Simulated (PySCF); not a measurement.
Compound: C2H7GeNSi.
SMILES with atom numbers: `[N:1]#[C:2][C@H:3]([SiH3:4])[GeH3:5]` (hydrogens: H6 on C3; H7, H8, H9 on Si4; H10, H11, H12 on Ge5)

Level of theory: PBE0-D3(BJ)/def2-SVP geometry optimisation, gas phase (PySCF 2.14.0).

Task: List the bond lengths and angles at this level.

Result: 
| bond | length (Å) |
| --- | --- |
| N1≡C2 | 1.160 |
| C2–C3 | 1.442 |
| C3–Si4 | 1.906 |
| C3–Ge5 | 1.990 |
| C3–H6 | 1.104 |
| Si4–H7, Si4–H8, Si4–H9 | 1.492 |
| Ge5–H10, Ge5–H11, Ge5–H12 | 1.536 |

Bonds in one row agree within 0.01 Å and their mean is given. A selection of angles:
| angle | degrees |
| --- | --- |
| N1–C2–C3 | 178.0 |
| C2–C3–Si4 | 111.2 |
| C2–C3–Ge5 | 110.1 |
| C2–C3–H6 | 109.0 |
| Si4–C3–Ge5 | 112.1 |
| Si4–C3–H6 | 107.6 |
| Ge5–C3–H6 | 106.6 |
| C3–Si4–H7 | 107.8 |
| C3–Si4–H8 | 109.9 |
| H7–Si4–H8 | 109.9 |
| C3–Ge5–H10 | 107.5 |
| C3–Ge5–H12 | 108.6 |
| H10–Ge5–H11 | 110.5 |

Ge5 (germanium bonded to C and 3 H) is tetrahedral (angles from 107.5° to 110.9°). Si4 (SiH3 silicon) is tetrahedral (angles from 107.8° to 110.2°).

Point group: C1 (no symmetry element, even within 0.4 Å). No frequency check.
